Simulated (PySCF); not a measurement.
Cl₃Sn (SMILES [Cl][Sn+]([Cl])[Cl]), charge +1, singlet, at a GFN2-xTB geometry (such geometries of metal compounds can be far from the true shape) (all electrons, no relativity), with bond 3-1 at 1.5 times its length; PBE0/3-21G in PySCF.

The PySCF input:
```python
from pyscf import gto, scf, dft

mol = gto.Mole()
mol.atom = '''
    Sn   -0.00000000    0.00000000    0.00000000
    Cl    2.22169726   -0.28046629   -0.42811001
    Cl   -1.41468695   -1.48430958    2.73691650
    Cl   -1.27857262    1.27000601   -1.39650099
'''
mol.basis = '3-21g'
mol.charge = 1
mol.verbose = 4
mol.build()

mf = dft.RKS(mol)
mf.xc = 'pbe0'
mf.kernel()
mo_i, mo_e, stable_i, stable_e = mf.stability(internal=True, external=True, return_status=True, nroots=6, tol=1e-6)
print('internally stable:', stable_i, ' externally stable:', stable_e)
if not stable_e:
    umf = mf.to_uhf() if not hasattr(mf, 'xc') else mf.to_uks()
    umf.scf_summary = {}
    umf.kernel(umf.make_rdm1(mo_e, umf.mo_occ))
```

Q: What does PySCF print? Leave out banner, timings and long lists.

A: 
```
PySCF version 2.14.0

[INPUT] verbose = 4
[INPUT] num. atoms = 4
[INPUT] num. electrons = 100
[INPUT] charge = 1
[INPUT] spin (= nelec alpha-beta = 2S) = 0
[INPUT] symmetry False subgroup None
[INPUT] Mole.unit = angstrom
[INPUT] Symbol           X                Y                Z      unit          X                Y                Z       unit  Magmom
[INPUT]  1 Sn     0.000000000000   0.000000000000   0.000000000000 AA    0.000000000000   0.000000000000   0.000000000000 Bohr   0.0
[INPUT]  2 Cl     2.221697260000  -0.280466290000  -0.428110010000 AA    4.198399353097  -0.530004475273  -0.809010670085 Bohr   0.0
[INPUT]  3 Cl    -1.414686950000  -1.484309580000   2.736916500000 AA   -2.673370887496  -2.804938590268   5.172022610803 Bohr   0.0
[INPUT]  4 Cl    -1.278572620000   1.270006010000  -1.396500990000 AA   -2.416152082168   2.399963535452  -2.639004403784 Bohr   0.0

nuclear repulsion = 626.392850705679
number of shells = 34
number of NR pGTOs = 162
number of NR cGTOs = 70
basis = 3-21g
ecp = {}

******** <class 'pyscf.dft.rks.RKS'> ********
method = RKS
initial guess = minao
damping factor = 0
level_shift factor = 0
DIIS = <class 'pyscf.scf.diis.CDIIS'>
diis_start_cycle = 1
diis_space = 8
diis_damp = 0
SCF conv_tol = 1e-09
SCF conv_tol_grad = None
SCF max_cycles = 50
direct_scf = True
direct_scf_tol = 1e-13
XC library pyscf.dft.libxc version 7.1.2
    S. Lehtola, C. Steigemann, M. J. T. Oliveira, and M. A. L. Marques,  SoftwareX 7, 1–5 (2018)
XC functionals = pbe0
    C. Adamo and V. Barone,  J. Chem. Phys. 110, 6158 (1999)
    M. Ernzerhof and G. E. Scuseria,  J. Chem. Phys. 110, 5029 (1999)
radial grids:
    Treutler-Ahlrichs [JCP 102, 346 (1995); DOI:10.1063/1.469408] (M4) radial grids

becke partition: Becke, JCP 88, 2547 (1988); DOI:10.1063/1.454033
pruning grids: <function nwchem_prune>
grids dens level: 3
symmetrized grids: False
atomic radii adjust function: <function treutler_atomic_radii_adjust>
small_rho_cutoff = 0
Set gradient conv threshold to 3.16228e-05
Initial guess from minao.
tot grids = 78600
init E= -7358.36691788333
cycle= 1 E= -7371.39932364516  delta_E=  -13  |g|= 0.532  |ddm|= 2.21
cycle= 2 E= -7365.5658183777  delta_E= 5.83  |g|= 2.18  |ddm|= 5.84
cycle= 3 E= -7371.48603760972  delta_E= -5.92  |g|= 0.569  |ddm|= 5.37
cycle= 4 E= -7371.53397064023  delta_E= -0.0479  |g|= 0.419  |ddm|= 1.45
cycle= 5 E= -7371.61447863646  delta_E= -0.0805  |g|= 0.131  |ddm|= 0.534
cycle= 6 E= -7371.6238532672  delta_E= -0.00937  |g|= 0.0241  |ddm|= 0.224
cycle= 7 E= -7371.62405216021  delta_E= -0.000199  |g|= 0.0135  |ddm|= 0.0234
cycle= 8 E= -7371.62413944555  delta_E= -8.73e-05  |g|= 0.0039  |ddm|= 0.0183
cycle= 9 E= -7371.62414818136  delta_E= -8.74e-06  |g|= 0.000109  |ddm|= 0.00807
cycle= 10 E= -7371.62414818819  delta_E= -6.83e-09  |g|= 1.5e-05  |ddm|= 0.000276
cycle= 11 E= -7371.62414818839  delta_E= -2e-10  |g|= 4.45e-06  |ddm|= 5.85e-05
Extra cycle  E= -7371.62414818839  delta_E= 3.64e-12  |g|= 8.56e-06  |ddm|= 2.04e-05
converged SCF energy = -7371.62414818839
rhf_internal: lowest eigs of H = [0.10058093 0.1013399  0.3925887  0.40197408 0.47990354 0.48829957]
<class 'pyscf.dft.rks.RKS'> wavefunction is stable in the internal stability analysis
rhf_real2complex: lowest eigs of H = [-0.00459841 -0.00437805  0.05525511  0.08787761  0.0904599   0.11090661]
<class 'pyscf.dft.rks.RKS'> wavefunction has an real -> complex instability
rhf_external: lowest eigs of H = [-0.04205432 -0.02963078 -0.02951513  0.07767907  0.07991762  0.09458107]
<class 'pyscf.dft.rks.RKS'> wavefunction has an RHF/RKS -> UHF/UKS instability
internally stable: True  externally stable: False

******** <class 'pyscf.dft.uks.UKS'> ********
method = UKS
initial guess = minao
damping factor = 0
level_shift factor = 0
DIIS = <class 'pyscf.scf.diis.CDIIS'>
diis_start_cycle = 1
diis_space = 8
diis_damp = 0
SCF conv_tol = 1e-09
SCF conv_tol_grad = None
SCF max_cycles = 50
direct_scf = True
direct_scf_tol = 1e-13
number electrons alpha = 50  beta = 50
XC library pyscf.dft.libxc version 7.1.2
    S. Lehtola, C. Steigemann, M. J. T. Oliveira, and M. A. L. Marques,  SoftwareX 7, 1–5 (2018)
XC functionals = pbe0
    C. Adamo and V. Barone,  J. Chem. Phys. 110, 6158 (1999)
    M. Ernzerhof and G. E. Scuseria,  J. Chem. Phys. 110, 5029 (1999)
radial grids:
    Treutler-Ahlrichs [JCP 102, 346 (1995); DOI:10.1063/1.469408] (M4) radial grids

becke partition: Becke, JCP 88, 2547 (1988); DOI:10.1063/1.454033
pruning grids: <function nwchem_prune>
grids dens level: 3
symmetrized grids: False
atomic radii adjust function: <function treutler_atomic_radii_adjust>
small_rho_cutoff = 0
Set gradient conv threshold to 3.16228e-05
init E= -7371.54509077461
cycle= 1 E= -7371.31072218182  delta_E= 0.234  |g|= 0.519  |ddm|= 1.57
cycle= 2 E= -7365.08612016246  delta_E= 6.22  |g|= 1.44  |ddm|= 4.06
cycle= 3 E= -7371.43922391915  delta_E= -6.35  |g|= 0.334  |ddm|= 4.01
cycle= 4 E= -7371.59675297474  delta_E= -0.158  |g|= 0.186  |ddm|=    1
cycle= 5 E= -7371.58643630419  delta_E= 0.0103  |g|= 0.185  |ddm|= 0.489
cycle= 6 E= -7371.6063964377  delta_E= -0.02  |g|= 0.126  |ddm|= 0.122
cycle= 7 E= -7371.62187981879  delta_E= -0.0155  |g|= 0.0454  |ddm|= 0.166
cycle= 8 E= -7371.62377554779  delta_E= -0.0019  |g|= 0.0188  |ddm|= 0.0564
cycle= 9 E= -7371.62414285225  delta_E= -0.000367  |g|= 0.00246  |ddm|= 0.0318
cycle= 10 E= -7371.62415106554  delta_E= -8.21e-06  |g|= 0.00052  |ddm|= 0.00576
cycle= 11 E= -7371.62415102695  delta_E= 3.86e-08  |g|= 0.000492  |ddm|= 0.000159
cycle= 12 E= -7371.624148904  delta_E= 2.12e-06  |g|= 0.000256  |ddm|= 0.00566
cycle= 13 E= -7371.62414819468  delta_E= 7.09e-07  |g|= 4.78e-05  |ddm|= 0.00492
cycle= 14 E= -7371.624148188  delta_E= 6.69e-09  |g|= 1.4e-05  |ddm|= 0.000781
cycle= 15 E= -7371.6241481884  delta_E= -4.03e-10  |g|= 4.76e-06  |ddm|= 0.000118
Extra cycle  E= -7371.62414818843  delta_E= -3.27e-11  |g|= 6.97e-06  |ddm|= 2.25e-05
converged SCF energy = -7371.62414818843  <S^2> = 2.228056e-09  2S+1 = 1
```
